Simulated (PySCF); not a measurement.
## Cu: interval between two levels

Cu [Ar] 3d10 4s1 [2S1/2, M_J = 1/2] → Cu [Ar] 3d9 4s1 4p1 [4F9/2, M_J = 9/2], as a difference of total energies. Computed with PySCF 2.14 in x2c-SVPall-2c with one added diffuse shell each of s, d type (6s5p4d1f, 48 functions), with the two-component X2C-1e Hamiltonian. Correlated levels: [Ne] frozen; the 6 highest virtual spinors dropped. "Screened" scales the spin-orbit matrix elements by Boettger's factors to mimic the two-electron term; Breit and QED terms are absent.

```csv
method,interval between two levels (cm⁻¹)
GHF (spin-free),30825
GMP2 (spin-free),54063
GHF (screened spin-orbit),30299
GMP2 (screened spin-orbit),53545
```

The labels give the starting determinants; with spin-orbit coupling the two ends relaxed to ⟨J²⟩ = 0.75, ⟨L²⟩ = 0.00, ⟨S²⟩ = 0.75 and ⟨J²⟩ = 24.77, ⟨L²⟩ = 12.02, ⟨S²⟩ = 3.75.
